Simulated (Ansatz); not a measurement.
Species: MoO₂, net charge 0, triplet state. The spin state was set by rule; other spins were not relaxed. SMILES: [O]=[Mo]=[O]
Geometry: optimised at B3LYP-D3(BJ)/def2-TZVP (Ansatz, a quantum-chemistry and plane-wave program).

Property: vertical singlet-triplet gap (E(singlet) - E(triplet); the singlet is one closed-shell determinant, which may describe it poorly; each state is the SCF solution reached for its spin; the UHF <S^2> is 2.11 for the triplet (pure: 2.00); for the singlet the Hartree-Fock reference is unstable and T1 is 0.122), in kcal/mol. Correlated levels leave the core frozen unless marked. Open shells are spin-unrestricted. No spin-orbit coupling. The frozen core is the preceding noble-gas configuration, with the filled d and f shells of earlier blocks. Past Kr the def2 sets carry scalar-relativistic core potentials.  The program attaches cautions to a run behind HF/def2-SVPD: other amplitudes. The program attaches cautions to a run behind MP2/def2-SVPD: other amplitudes. The program attaches cautions to a run behind SCS-MP2/def2-SVPD: other amplitudes. The program attaches cautions to a run behind CCSD/def2-SVPD: other amplitudes. The program attaches cautions to a run behind CCSD(T)/def2-SVPD: other amplitudes.

```csv
level,program,vertical singlet-triplet gap (kcal/mol)
HF/def2-SVPD,Ansatz,29.7
HF/def2-TZVPPD,Ansatz,29.7
HF/def2-QZVPPD,Ansatz,32.7
SVWN5/def2-TZVPD,Ansatz,11.7
PBE/def2-TZVPD,Ansatz,15.1
r2SCAN/def2-TZVPD,Ansatz,21.4
B3LYP/def2-TZVPD,Ansatz,15.9
BHLYP/def2-TZVPD,Ansatz,19.8
CAM-B3LYP/def2-TZVPD,Ansatz,17.9
wB97M-V/def2-TZVPD,Ansatz,16.0
wB97X-V/def2-TZVPD,Ansatz,16.2
B2PLYP/def2-TZVPD,Ansatz,16.7
MP2/def2-SVPD,Ansatz,21.2
RI-MP2/def2-TZVPPD,Ansatz,-58.6
RI-MP2/def2-QZVPPD,Ansatz,-59.4
SCS-MP2/def2-SVPD,Ansatz,15.2
SCS-MP2/def2-TZVPPD,Ansatz,11.2
CCSD/def2-SVPD,Ansatz,17.5
CCSD(T)/def2-SVPD,Ansatz,6.5
CCSD(T)/def2-TZVPPD,Ansatz,12.0
```
